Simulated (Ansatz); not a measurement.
Born–Oppenheimer molecular dynamics of a periodic cell of 40 atoms, H4C (packed as 8 CH4, density as packed 0.33 g/cm³ with natural masses). It starts from a partly relaxed structure (largest force component 0.06 eV/Å).

Level of theory: DFT r2SCAN-D3(BJ), scalar-relativistic, plane waves, PAW in Ansatz. Settings: cutoff 500 eV, k mesh 1x1x1, fermi-dirac smearing 0.05 eV, no spin polarisation.

| Quantity | Value |
| --- | --- |
| ensemble | NVT, Langevin thermostat |
| time step | 0.75 fs |
| steps asked | 20 |
| set temperature | 250 K |
| friction | 0.02 /fs |
| seed | 324816 |

First frame:

```xyz
40
Lattice="8.6854 0.0000 0.0000 0.0000 8.6854 0.0000 0.0000 0.0000 8.6854" Properties=species:S:1:pos:R:3
C 4.547 0.377 4.693
H 5.065 1.278 5.016
H 4.140 -0.134 5.564
H 5.248 -0.281 4.184
H 3.738 0.643 4.014
C 4.132 4.134 2.065
H 4.051 4.999 2.723
H 3.893 3.233 2.626
H 5.146 4.062 1.681
H 3.434 4.242 1.236
C 5.319 6.791 8.366
H 6.179 7.425 8.159
H 4.754 7.203 9.199
H 5.657 5.789 8.619
H 4.685 6.741 7.483
C 1.848 6.039 6.058
H 2.424 6.937 5.847
H 1.212 6.213 6.923
H 2.526 5.215 6.265
H 1.231 5.796 5.196
C 6.493 1.404 1.292
H 6.673 0.344 1.454
H 6.371 1.901 2.250
H 5.587 1.532 0.704
H 7.335 1.838 0.758
C 0.782 3.364 2.771
H 0.947 4.401 2.490
H -0.284 3.156 2.796
H 1.212 3.184 3.754
H 1.260 2.714 2.042
C 7.806 1.508 6.375
H 8.635 0.848 6.617
H 8.019 2.511 6.737
H 6.899 1.138 6.848
H 7.667 1.535 5.296
C 5.648 4.708 5.390
H 6.429 5.190 5.973
H 5.131 3.980 6.011
H 6.088 4.207 4.531
H 4.939 5.458 5.048
```

Q: What does the run give?

A: The run went to its last step.

```
steps done                                               : 20
time covered                                             : 15 fs
mean temperature over the second half                    : 212 K
spread of the potential energy over the second half      : 3.7 meV per atom
mean potential energy of the second half above the start : 11.1 meV per atom
```

The mean temperature of the second half is 15 % below the set value. A run of 0.015 ps of so small a system gives no equilibrium averages. Limits of this set-up: coarse k mesh.

Q: What happens to the structure?

A: Mean squared displacements from the first frame to the last, about the centre of mass: C 0.01 Å², H 0.04 Å². The details hang on the random start.

Q: How do temperature and energy run in time?

A: 
| time (fs) | T (K) | potential energy less start (eV) |
| --- | --- | --- |
| 0.0 | 244 | 0.000 |
| 0.8 | 223 | 0.081 |
| 1.5 | 184 | 0.268 |
| 2.2 | 155 | 0.447 |
| 3.0 | 145 | 0.529 |
| 3.8 | 159 | 0.521 |
| 4.5 | 175 | 0.499 |
| 5.2 | 170 | 0.529 |
| 6.0 | 156 | 0.618 |
| 6.8 | 150 | 0.705 |
| 7.5 | 147 | 0.715 |
| 8.2 | 165 | 0.616 |
| 9.0 | 199 | 0.443 |
| 9.8 | 238 | 0.278 |
| 10.5 | 254 | 0.207 |
| 11.2 | 249 | 0.261 |
| 12.0 | 229 | 0.382 |
| 12.8 | 209 | 0.485 |
| 13.5 | 214 | 0.515 |
| 14.2 | 215 | 0.497 |
| 15.0 | 212 | 0.493 |

Time of the run: 11 min on 1 thread of Arm Neoverse V2, on a shared host, peak memory 1.6 GiB.
